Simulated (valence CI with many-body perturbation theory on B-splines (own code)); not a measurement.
The numbers below are computed, except where a source is named.
## Level structure of Ge XXVIII

Method: relativistic CI+MBPT: three valence electrons over a frozen Dirac-Fock core [He], radial functions for each j: 9 s, 9 p, 8 d, 6 f, 3 g, 1 h, with the one-electron correlation potential Σ1, the two-electron term Σ2, the three-electron term Σ3, Breit, model QED; selected CI, second order for the rest, scaled by the run's own slope (own B-spline code, finite nucleus).

No measured spectrum was set against this ion. As an estimate, large intervals hold to a few tenths of a per cent, small ones and those within an open d or f shell to about a per cent.

Levels 1 to 45 of 58, with energies above the lowest level, 2s²2p ²P°_1/2. "Leading %" is the weight of the configuration and term that name the level; weights of strongly mixed levels are sums over their largest components and can fall short, so below about 35 % the name and the second component can differ from the true leading terms, or belong to a minority configuration.

```csv
No.,Configuration,Term,J,E (eV),Leading %,Second component,g
1,2s²2p,²P°,1/2,0.0,98,,0.658
2,2s²2p,²P°,3/2,36.5,98,,1.328
3,2s2p²,⁴P,1/2,71.0,89,9 % 2s2p² ²S,2.562
4,2s2p²,⁴P,3/2,91.8,98,,1.714
5,2s2p²,⁴P,5/2,104.9,81,19 % 2s2p² ²D,1.519
6,2s2p²,²D,3/2,136.5,87,12 % 2s2p² ²P,0.863
7,2s2p²,²P,1/2,148.4,71,22 % 2s2p² ²S,1.103
8,2s2p²,²D,5/2,149.9,81,19 % 2s2p² ⁴P,1.270
9,2s2p²,²S,1/2,187.4,69,28 % 2s2p² ²P,1.653
10,2s2p²,²P,3/2,188.9,87,11 % 2s2p² ²D,1.273
11,2p³,⁴S°,3/2,223.9,66,22 % 2p³ ²P°,1.704
12,2p³,²D°,3/2,252.3,65,26 % 2p³ ⁴S°,1.157
13,2p³,²D°,5/2,261.4,100,,1.194
14,2p³,²P°,1/2,283.5,98,,0.658
15,2p³,²P°,3/2,308.3,67,24 % 2p³ ²D°,1.256
16,2s²3s,²S,1/2,1612.4,95,,1.999
17,2s²3p,²P°,1/2,1641.2,93,,0.666
18,2s²3p,²P°,3/2,1651.5,92,,1.335
19,2s2p3s,⁴P°,1/2,1669.5,93,4 % 2s2p3s ²P°,2.547
20,2s2p3s,⁴P°,3/2,1676.8,83,13 % 2s2p3s ²P°,1.664
21,2s²3d,²D,3/2,1677.3,96,,0.797
22,2s²3d,²D,5/2,1680.5,96,,1.198
23,2s2p3s,²P°,1/2,1687.0,94,,0.729
24,2s2p3p,⁴D,1/2,1694.5,75,20 % 2s2p3p ²P,0.203
25,2s2p3p,⁴D,3/2,1701.1,66,20 % 2s2p3p ²P,1.216
26,2s2p3s,⁴P°,5/2,1704.9,98,,1.595
27,2s2p3p,⁴P,3/2,1710.2,25,22 % 2s2p3p ⁴S,1.465
28,2s2p3p,⁴P,1/2,1713.5,48,20 % 2s2p3p ²S,1.821
29,2s2p3p,²P,1/2,1715.1,44,37 % 2s2p3p ⁴P,1.448
30,2s2p3p,⁴D,5/2,1715.5,77,13 % 2s2p3p ⁴P,1.380
31,2s2p3s,²P°,3/2,1716.2,87,10 % 2s2p3s ⁴P°,1.370
32,2s2p3p,²D,3/2,1720.3,54,22 % 2s2p3p ⁴S,1.238
33,2s2p3d,⁴F°,3/2,1727.9,83,8 % 2s2p3d ²D°,0.494
34,2s2p3d,⁴F°,5/2,1732.9,76,16 % 2s2p3d ⁴D°,1.087
35,2s2p3p,⁴P,3/2,1737.4,51,20 % 2s2p3p ²P,1.550
36,2s2p3d,⁴P°,5/2,1739.0,44,24 % 2s2p3d ²D°,1.383
37,2s2p3p,⁴P,5/2,1740.0,47,34 % 2s2p3p ²D,1.415
38,2s2p3d,⁴F°,7/2,1740.7,66,25 % 2s2p3d ⁴D°,1.272
39,2s2p3p,⁴D,7/2,1741.6,100,,1.425
40,2s2p3d,⁴D°,3/2,1741.6,53,27 % 2s2p3d ⁴P°,1.306
41,2s2p3d,⁴D°,1/2,1742.1,78,13 % 2s2p3d ²P°,0.284
42,2s2p3p,⁴S,3/2,1744.7,39,36 % 2s2p3p ²P,1.552
43,2s2p3s,²P°,3/2,1747.9,40,27 % 2s2p3d ²D°,1.139
44,2s2p3s,²P°,1/2,1748.7,95,,0.703
45,2s2p3d,²F°,5/2,1751.3,61,16 % 2s2p3d ²D°,1.037
```

Names give the largest LS component (configuration and term), which can be under half, so a name can repeat, a term be missing and a line seem to break the LS rules; names also repeat where a configuration has a term twice.

The ionisation energy to 2s² ¹S0 of the next ion comes out as 2882.6 eV (NIST: 2881.9 ± 1.6 eV (semi-empirical)). All 58 levels together are meant to be complete up to 1784.8 eV.
